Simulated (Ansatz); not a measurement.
C3H2F4, SMILES `FC(F)=CC(F)F` at its PBE0-D4/def2-TZVP geometry, where that method's forces vanish. Total charge 0; spin multiplicity 1.

```
atom    x (Å)    y (Å)    z (Å)
  F1   0.8306   2.4199  -0.0453
  C2   0.6942   1.1365  -0.2788
  F3   1.6075   0.7393  -1.1186
  C4  -0.2541   0.4039   0.2751
  C5  -0.4871  -1.0487   0.0655
  F6  -0.3716  -1.7041   1.2554
  F7   0.4030  -1.5988  -0.7881
  H8  -0.9296   0.9102   0.9508
  H9  -1.4930  -1.2581  -0.3158
```

(1) For each bond, give half the difference of the two atoms' forces along it (eV/Å; positive pushes the atoms apart) under PBE-D4, r2SCAN-D4, B3LYP-D4, ωB97M-V in def2-TZVPP. (An estimate is asked.)

Results:

(1) Computed: 
| bond | length (Å) | PBE-D4 | r2SCAN-D4 | B3LYP-D4 | ωB97M-V |
| --- | --- | --- | --- | --- | --- |
| F1–C2 | 1.312 | 0.51 | 0.25 | 0.34 | 0.27 |
| C2–F3 | 1.303 | 0.51 | 0.22 | 0.34 | 0.28 |
| C2–C4 | 1.320 | 0.16 | 0.02 | -0.18 | -0.28 |
| C4–C5 | 1.486 | -0.35 | -0.17 | 0.00 | 0.13 |
| C4–H8 | 1.081 | 0.00 | -0.08 | -0.12 | -0.11 |
| C5–F6 | 1.363 | 0.62 | 0.35 | 0.35 | 0.16 |
| C5–F7 | 1.350 | 0.60 | 0.32 | 0.35 | 0.22 |
| C5–H9 | 1.096 | 0.02 | -0.12 | -0.22 | -0.24 |

B3LYP here is the variant with VWN-RPA as its local correlation; programs differ in this.
